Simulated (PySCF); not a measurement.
# Where the electron goes

Species: C7H8O2.
Numbering: `[CH2:1]=[CH:2][C:3]1=[CH:4][C@@H:5]1[O:6][C:7]([CH3:8])=[O:9]` (hydrogens: H10, H11 on C1; H12 on C2; H13 on C4; H14 on C5; H15, H16, H17 on C8)

Cartesian coordinates in Å at the PBE0-D3(BJ)/def2-SVP level; atoms count from 1:
```xyz
17
C7H8O2 angstrom
C      1.4967    1.8068   -0.5621
C      1.6738    0.6099   -1.1406
C      1.1277   -0.5948   -0.5768
C      0.9131   -1.8901   -0.5817
C      0.3387   -1.1428    0.5423
O     -1.0806   -0.9721    0.5506
C     -1.5454    0.1338    1.1414
C     -3.0465    0.1492    1.1552
O     -0.8398    0.9918    1.6089
H      1.9149    2.7147   -1.0043
H      0.9143    1.8912    0.3612
H      2.2445    0.5100   -2.0700
H      1.0300   -2.8669   -1.0454
H      0.7243   -1.1885    1.5707
H     -3.4125   -0.6373    1.8326
H     -3.4019    1.1265    1.5001
H     -3.4388   -0.0758    0.1535
```

Computed, not measured: TDDFT B3LYP/def2-SVPD, vertical, gas phase, core orbitals frozen in the response (PySCF).

Frontier orbitals with the atoms that hold most of them (Löwdin shares over 4%, at most four atoms; ? is withheld):

```json
{"orbital": "LUMO+2", "ε (eV)": "0.51", "atoms": "C8 19%, C7 13%, H15 7%, H17 7%"}
{"orbital": "LUMO+1", "ε (eV)": "0.00", "atoms": "C7 37%, O9 29%, O6 13%, C8 9%"}
{"orbital": "LUMO", "ε (eV)": "?", "atoms": "C1 29%, C4 22%, C2 18%, C3 16%"}
{"orbital": "HOMO", "ε (eV)": "-6.95", "atoms": "?"}
{"orbital": "HOMO-1", "ε (eV)": "-7.73", "atoms": "?"}
{"orbital": "HOMO-2", "ε (eV)": "-8.03", "atoms": "O6 25%, C5 22%, C3 17%, O9 11%"}
{"orbital": "HOMO-3", "ε (eV)": "-8.84", "atoms": "O6 25%, C5 14%, O9 14%, C4 10%"}
```

(1) Give the leading atoms of the HOMO.

(2) Give the leading atoms of the HOMO-1.

(3) What is the LUMO energy, and the HOMO–LUMO gap?

## Answers

(1) C4 (bonded to 2 C and H) 23%; C1 (bonded to C and 2 H) 21%; C2 (bonded to 2 C and H) 16%; C3 (bonded to 3 C) 15%.

(2) O9 (bonded to C) 62%; O6 (bonded to 2 C) 11%; C7 (bonded to C and 2 O) 7%; C8 (bonded to C and 3 H) 7%. By element: oxygen 73%, carbon 15% or more.

(3) ε(LUMO) = -1.53 eV; the gap is 5.42 eV (0.1993 hartree).

The HOMO–LUMO gap is 5.42 eV. Where does the response calculation put the lowest singlet, and from which orbitals?

S1 is at 5.23 eV (f = 0.123), 0.20 eV below the gap, made of HOMO→LUMO (55%), HOMO-1→LUMO (40%). 

Next come S2 at 5.33 eV (f 0.019), HOMO-2→LUMO (90%); S3 at 5.59 eV (f 0.214), HOMO-1→LUMO (57%), HOMO→LUMO (32%); S4 at 5.76 eV (f 0.0005), HOMO-1→LUMO+1 (60%), HOMO→LUMO+1 (37%); S5 at 6.26 eV (f 0.0022), HOMO→LUMO+1 (60%), HOMO-1→LUMO+1 (35%).

One conformer stands for the species.
